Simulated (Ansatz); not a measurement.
Basis-set extrapolation for `N/C(Cl)=N/[SiH3]` (PBE0-D4/def2-TZVP geometry, frozen core, Ansatz 0.2.0). Multiplicity 1, RHF reference.

```csv
,def2-TZVPP,def2-QZVPP
HF,-898.213178,-898.241911
MP2 correlation,-0.884043,-0.952648
CCSD(T) correlation,-0.966311,not run
```

Energies in hartree. Use E(X) = E(∞) + A·exp(−7.88·√X) for Hartree–Fock and E(X) = E(∞) + B·X^(−2.97) for correlation, with X = 3 and 4, and add CCSD(T) minus MP2 of the smaller set to the MP2 limit.

What is the CCSD(T) energy at the basis-set limit?

HF limit: -898.241911 + (-0.028733) × 0.13774 = -898.24587. MP2 limit: -0.952648 + (-0.068605) × 0.74074 = -1.00347. Higher-order term: -0.966311 − (-0.884043) = -0.08227. Total: -899.33161 hartree, 4.14 eV below CCSD(T)/def2-TZVPP.
